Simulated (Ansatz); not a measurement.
The cluster Be₂S. Total charge 0; triplet. Geometry PBE0-D4/def2-TZVP; atoms count from 1.

```tsv
atom	x (Å)	y (Å)	z (Å)
Be1	-0.166	-1.305	-0.601
Be2	0.661	0.739	1.053
S3	-0.494	0.566	-0.453
```

At PBE0-D4/def2-TZVP a broken-symmetry singlet of charge 0 lies 0.14 eV below the triplet, each at its own geometry. The structure comes from a short search, and lower isomers may exist.

Question: Estimate the Mulliken populations from the PBE0/def2-TZVP orbitals of Ansatz.

Answer: 
| atom | charge (e) | spin (α − β) |
| --- | --- | --- |
| Be1 | 0.05 | 0.97 |
| Be2 | 0.05 | 0.97 |
| S3 | -0.10 | 0.06 |
Mulliken values and Mayer orders depend strongly on the basis.

Question: Where does the spin sit?

Answer: Summed by element: Be 1.94, S 0.06, of 2 unpaired in all. Largest on single atoms: Be1 0.97, Be2 0.97, S3 0.06.

Question: And the Mayer bond orders between bonded heavy atoms (over 0.3)?

Answer: Be1–S3 1.28 (1.91 Å); Be2–S3 1.28 (1.91 Å).
